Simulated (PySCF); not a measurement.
C8H6O2, SMILES c1(C=O)cccc(c1)C=O, singlet (GFN2-xTB optimised geometry):

```
16

O     -2.547    -2.686     0.001
C     -1.349    -2.580     0.001
C     -0.613    -1.305     0.000
C      0.783    -1.289     0.001
C      1.467    -0.086     0.000
C      0.767     1.106     0.000
C     -0.631     1.106     0.000
C     -1.362     2.385     0.000
O     -0.849     3.473    -0.001
C     -1.315    -0.102     0.000
H     -0.693    -3.473     0.001
H      1.325    -2.224     0.001
H      2.547    -0.079     0.000
H      1.280     2.057     0.000
H     -2.463     2.267    -0.001
H     -2.396    -0.132     0.000
```

Level of theory: CAM-B3LYP/def2-TZVP run with PySCF.

**Question.** What are the frontier orbital energies and the dipole moment?

**Answer.** HOMO-2 -9.45 eV, HOMO-1 -9.34 eV, HOMO -9.23 eV, LUMO -1.35 eV, LUMO+1 -0.87 eV; dipole moment 3.24 D.

Meta-Löwdin charges at CAM-B3LYP/def2-TZVP: O1 -0.40, C2 0.28, C3 -0.05, C4 -0.09, C5 -0.11, C6 -0.07, C7 -0.04, C8 0.28, O9 -0.40, C10 -0.08, H11 0.07, H12 0.13, H13 0.13, H14 0.14, H15 0.08, H16 0.14.
